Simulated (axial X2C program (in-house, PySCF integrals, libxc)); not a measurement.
The numbers below are computed, except where a source is named.
# LiTl⁺: input and output of an EOM-EA-CCSD run

Program: an in-house all-electron X2C program for linear molecules (integrals from PySCF).

Input and command:
```json
{"zs": [81, 3], "q": 1, "bas": ["dyall-acv3z", "dyall-acv3z"], "r0": 2.77, "eom": "ea", "thr": -2.0, "nmax": 92, "grid": [1, 0.96, 1.045, 0.92, 1.09, 1.15]}
```
```bash
python soeom.py task.json out
```

Keys: zs atomic numbers; q charge; bas basis sets; r0 starting distance in Å; eom kind of EOM run; thr threshold in hartree for freezing inner shells (an s shell follows its p shell); nmax most natural virtual spinors; grid distances as factors.

Output at R = 3.223 Å (near the PBE0 minimum at charge 1 of the determinant lowest at the starting distance; the state shown can have its own minimum elsewhere), reference LiTl²⁺:

```
two-component X2C + atomic mean field  HF
basis functions 229  fitting functions 1147  grid points 5089
iter        total energy     max residual
   1     -20255.286221188     1.01e+00
   2     -20255.317657994     1.67e-02
   3     -20255.318295202     4.04e-02
   4     -20255.318654692     3.51e-03
   5     -20255.318660752     1.92e-04
   6     -20255.318661479     3.46e-04
   7     -20255.318661562     4.72e-05
   8     -20255.318661573     8.94e-06
   9     -20255.318661574     2.86e-06
  10     -20255.318661574     5.55e-07
converged
one-electron -27760.17770669  Coulomb 7866.54163538  exact exchange -382.25366494  xc functional 0.00000000  nuclear repulsion 39.89763024  atomic mean-field constant -19.32655556
correlated 12  virtual 300  natural virtual 92  E(MP2) -0.438934752  MP2 remainder -0.058162650
iter   CCSD correlation   residual
   1     -0.345136232   9.83e-02
   2     -0.353417367   2.88e-02
   3     -0.354177070   1.02e-02
   4     -0.354149361   1.51e-03
   5     -0.354154645   4.84e-04
   6     -0.354153201   1.40e-04
   7     -0.354153475   3.59e-05
   8     -0.354153711   1.18e-05
   9     -0.354153587   3.77e-06
  10     -0.354153598   9.35e-07
(T) -0.007323969  T1 0.0179  D1 0.0403  max T2 0.061
EOM-EA-CCSD roots
2*Omega      energy/Eh   energy/eV  one-particle weight
    1      -0.40146191    -10.9243      0.976
    1      -0.36046248     -9.8087      0.976
    1      -0.28921136     -7.8698      0.988
    1      -0.25376525     -6.9053      0.983
    1      -0.21647598     -5.8906      0.987
    3      -0.34263387     -9.3235      0.977
    3      -0.25018334     -6.8078      0.982
    3      -0.17389717     -4.7320      0.983
    3      -0.15835497     -4.3091      0.990
    5      -0.17330435     -4.7159      0.982
    5      -0.11675473     -3.1771      0.005
    7       0.05268392      1.4336      0.000
```
T1 in the output is the amplitude norm over the root of the electron number; divide by √2 for the Lee–Taylor value.

Reference electrons by ω block (each with its −ω partner): 1/2: 23, 3/2: 12, 5/2: 5, 7/2: 1. Root energies count from the CCSD energy of the reference. Roots of positive energy are unbound. The reference need not be the lowest state of its species. All roots sought are printed; those with a small one-particle weight need a further excitation, are placed far too high, and may in truth lie low or lowest. Inner shells are frozen, and levels at this size can be off by some tenths of an eV.
